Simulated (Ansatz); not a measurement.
`[OH][GeH]([OH])[GeH3]` + `CO[SiH](O)F` → `CO[SiH](F)[O][GeH3]` + `[OH][GeH2][OH]`  (cleavage of the Ge–Ge bond)

Isolated molecules relaxed with PBE0-D4/def2-TZVP in Ansatz; ΔE leaves out vibrations. CBS: MP2 limit from def2 TZ/QZ plus the TZ coupled-cluster correction, frozen cores. Functionals use def2-TZVPP. B3LYP here is the variant with VWN-RPA as its local correlation; programs differ in this. For Ge outer-core shells are correlated without core-valence functions, which leaves a few kJ/mol of doubt a bond. Scalar relativity is left out up to krypton. One conformer a species, not always the lowest.

`[OH][GeH]([OH])[GeH3]`:

Cartesian coordinates in Å:
```
O 1.763 -0.751 -0.589
Ge 0.482 -0.149 0.501
O -0.301 -1.570 1.228
Ge -1.253 0.941 -0.783
H 2.638 -0.470 -0.316
H 1.186 0.691 1.597
H 0.335 -2.224 1.530
H -2.428 1.309 0.134
H -0.688 2.225 -1.411
H -1.734 -0.003 -1.891
```

`CO[SiH](O)F`:

Cartesian coordinates in Å:
```
C 1.053 -1.231 0.074
O -0.098 -0.504 0.448
Si -0.473 0.992 -0.058
O -1.984 1.338 0.409
F -0.336 1.021 -1.647
H 1.964 -0.747 0.441
H 1.122 -1.336 -1.012
H 0.986 -2.224 0.520
H 0.416 2.040 0.465
H -2.649 0.650 0.360
```

`CO[SiH](F)[O][GeH3]`:

```xyz
13

C    -2.299    0.317   -0.050
O    -0.897    0.285   -0.209
Si    0.192    0.592    0.961
F    -0.148   -0.329    2.218
O     1.650    0.251    0.383
Ge    2.228   -0.818   -0.926
H    -2.629   -0.408    0.701
H    -2.644    1.313    0.246
H    -2.756    0.063   -1.007
H     0.131    1.983    1.442
H     1.513   -2.171   -0.809
H     1.923   -0.131   -2.264
H     3.736   -0.949   -0.685
```

`[OH][GeH2][OH]`:

Cartesian coordinates in Å:
```
O -0.509 0.423 1.416
Ge -0.280 0.238 -0.335
O 1.434 0.001 -0.724
H -0.683 -0.406 1.866
H -1.096 -0.982 -0.812
H -0.644 1.577 -0.967
H 1.778 -0.850 -0.444
```

```tsv
level	ΔE (kJ/mol)	difference from CCSD(T)/CBS
PBE-D4	3.6	15.2
B3LYP-D4	-10.5	1.1
r2SCAN	-7.9	3.7
PBE0	-0.7	10.9
B3LYP	-9.0	2.6
MP2/def2-TZVPP	-17.5	-5.9
SCS-MP2/def2-TZVPP	-24.4	-12.8
HF/def2-QZVPP	-38.2	-26.6
HF/CBS(def2)	-38.5	-26.9
CCSD/CBS(def2)	-12.9	-1.3
CCSD(T)/CBS	-11.6	0
```

Largest T1 diagnostic among the species: 0.012.

From PBE to PBE0 (25 % exact exchange), in def2-TZVPP and without D4, ΔE moves by −5.4 kJ/mol. In def2-TZVPP, CCSD(T) changes the Hartree–Fock value by +19.8 kJ/mol (the triples alone add +1.3 kJ/mol) and MP2 by +18.6 kJ/mol.
